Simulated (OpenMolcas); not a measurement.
# Cr4+: moving or changing the point charges

Cr4+ among 4 point charges of -3 e arranged as a square (D4h), 1.76 Å from the ion.

```
Program             : OpenMolcas 26.06
Method              : CASSCF
Basis               : ANO-RCC-VTZP [6s5p3d2f1g]
Scalar Hamiltonian  : DKH2, point nucleus
Active space        : 2 electrons in 5 orbitals (3d)
State averaging     : 2S+1 = 3 even, 10 roots; 2S+1 = 1 even, 15 roots
Spin-orbit coupling : RASSI with atomic mean-field integrals over the reference wave functions
```

Runs around this geometry, states (labels of D4, the rotations of D4h). Energies in cm-1 above the lowest state or level, χT in cm3 K/mol.

```tsv
R (Å)	q (e)	Ground state	First state of that spin	First gap with spin-orbit (degeneracies)	χT at 300 K	First state of another spin
1.76	-1.95	3A2	3E 989.7	126.4 (1, 2)	0.636	1A1 15065
1.76	-3	3E	3A2 872.0	206.3 (1, 1)	0.645	1A1 9382
1.94	-3	3A2	3E 256.9	209.2 (1, 2)	0.526	1A1 12497
```

The ground state changes within this set.

Without dynamic correlation the repulsion within the d shell is too large (B by tens of per cent), so at a given field states of lower spin stand too high. An orbital doublet at a regular site is open to a Jahn-Teller distortion, which this geometry leaves out (holds for R = 1.76, q = -3). Spin-orbit coupling mixes the spin-free states strongly: the lowest level takes only 54 % from its leading state, 3A2 (holds for R = 1.94, q = -3). Point charges carry no covalency, so the field is a model and not that of real ligands. No measured value stands beside these numbers.
